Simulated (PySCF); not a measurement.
C3H6GeO, SMILES C#C[CH2][GeH2][OH]. Atoms are numbered in the order given.

```xyz
11

C     -0.2698     3.1621     0.0000
C      0.3222     2.1039     0.0000
C      0.9738     0.8065     0.0000
Ge    -0.3594    -0.6481     0.0000
O      0.6532    -2.1290     0.0000
H     -0.7796     4.1065     0.0000
H      1.6135     0.6745     0.8881
H      1.6135     0.6745    -0.8881
H     -1.2346    -0.5864     1.2724
H     -1.2346    -0.5864    -1.2724
H      0.1401    -2.9472     0.0000
```

Coordinates come from a B3LYP-D3(BJ)/def2-SVP optimisation. The structure was generated by enumeration, and PubChem lists no compound with its InChIKey, so it may never have been made. The values are those of a single conformer.

Calculation: B3LYP-D3(BJ)/def2-SVP (PySCF).

Frequencies are harmonic and unscaled.

Computed vibrational spectrum:
```tsv
mode	ν (cm⁻¹)	IR (km/mol)	Raman (Å⁴/amu)	depolarisation	moving atoms (share of kinetic energy)
1	45	0.7	2.9	0.75	O 35 %, C 35 %, H 22 %
2	98	1.9	3.2	0.70	C 42 %, O 24 %, Ge 18 %, H 15 %
3	157	109.2	3.3	0.75	H 94 %
4	204	5.7	4.8	0.72	C 40 %, O 34 %, Ge 15 %, H 11 %
5	347	9.4	9.0	0.75	C 66 %, H 34 %
6	417	14.0	5.5	0.27	C 80 %, Ge 11 %, H 9 %
7	456	22.1	3.0	0.75	H 93 %
8	633	35.1	16.2	0.18	C 63 %, H 26 %, Ge 11 %
9	645	31.9	15.0	0.75	H 90 %
10	671	30.8	2.0	0.74	H 78 %, C 22 %
11	692	122.7	10.4	0.19	O 79 %, Ge 19 %
12	700	37.5	1.6	0.75	H 78 %, C 22 %
13	781	153.5	19.0	0.72	H 90 %, C 9 %
14	805	18.8	8.6	0.75	H 67 %, C 32 %
15	880	118.3	13.8	0.75	H 97 %
16	900	14.3	5.5	0.75	H 90 %
17	978	3.1	1.3	0.36	C 72 %, H 28 %
18	1136	2.7	2.6	0.75	H 88 %, C 12 %
19	1166	11.1	44.1	0.34	H 62 %, C 38 %
20	1417	4.5	13.8	0.63	H 90 %, C 10 %
21	2113	87.9	204.1	0.10	H 99 %
22	2116	168.2	77.1	0.75	H 98 %
23	2221	16.0	194.8	0.25	C 91 %, H 9 %
24	3047	3.9	144.3	0.07	H 95 %
25	3100	0.3	85.3	0.75	H 90 %, C 10 %
26	3473	78.7	35.0	0.24	H 86 %, C 14 %
27	3846	69.5	170.7	0.29	H 94 %
```
